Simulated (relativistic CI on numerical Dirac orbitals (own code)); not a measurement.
Tc5+: q coefficients and field-shift factors

These numbers are calculated, not measured: Dirac-Coulomb-Breit CI, separate exchange-only KLI orbitals for each configuration, valence Slater integrals scaled by 0.85, P86 correlation energy added to each configuration, derivatives by finite differences, QED left out (own radial code, finite nucleus).

Configurations in the expansion (outside the closed core [Ar] 3d10 4s2): 4p6 4d2, 4p6 4d 5s, 4p6 4d 4f, 4p6 4d 5p, 4p5 4d3, 4p6 4f2, 4p6 4d 5d, 4p6 5s2. Levels of other configurations are missing.

With x = (α/α₀)² − 1 an excitation energy changes as ω = ω₀ + qx; K = 2q/ω₀ is the relative enhancement. Terms are leading LS components, so labels can repeat. The field-shift factor is F = δν/δ⟨r²⟩ for the transition from the lowest level.

Lowest level 4p6 4d2 3F_2.

```
          Level  ω₀ (cm⁻¹)  q (cm⁻¹)        K  F (GHz/fm²)
   4p6 4d2 3F_3     2037.9      2181     2.14       0.0261
   4p6 4d2 3F_4     4307.1      4277     1.99        0.053
   4p6 4d2 1D_2    12086.1      1691     0.28       0.0888
   4p6 4d2 3P_0    12856.2      1024    0.159       0.0497
   4p6 4d2 3P_1    13720.6      2116    0.308       0.0627
   4p6 4d2 3P_2    15894.2      4617    0.581        0.107
   4p6 4d2 1G_4    19030.2      2804    0.295       0.0851
   4p6 4d2 1S_0    41543.1      2939    0.141          0.2
 4p6 4d 5s 3D_1   144488.6    -13340   -0.185         8.91
 4p6 4d 5s 3D_2   145388.3    -12720   -0.175          8.9
 4p6 4d 5s 3D_3   147624.4    -10300    -0.14         8.96
 4p6 4d 5s 1D_2   152596.8    -10270   -0.135          8.5
4p6 4d 5p 1D°_2   208134.5    -10060  -0.0967         1.81
4p6 4d 5p 3D°_1   209836.8     -8987  -0.0857         1.79
4p6 4d 5p 3D°_2   211883.5     -6570   -0.062         1.83
4p6 4d 5p 3F°_3   212943.8     -6765  -0.0635         1.83
4p6 4d 5p 3F°_2   213173.7     -5399  -0.0507         1.75
4p6 4d 5p 3D°_3   215241.6     -3879   -0.036         1.76
4p6 4d 5p 3F°_4   218009.6     -2125  -0.0195         1.78
4p6 4d 5p 3P°_1   219207.6     -5897  -0.0538         1.76
4p6 4d 5p 3P°_0   219706.3     -5153  -0.0469         1.75
4p6 4d 5p 3P°_2   220757.1     -3587  -0.0325          1.8
4p6 4d 5p 1F°_3   223143.0     -4020   -0.036         1.78
```

At this charge configurations can still be misplaced by up to about 7 % of their energy.
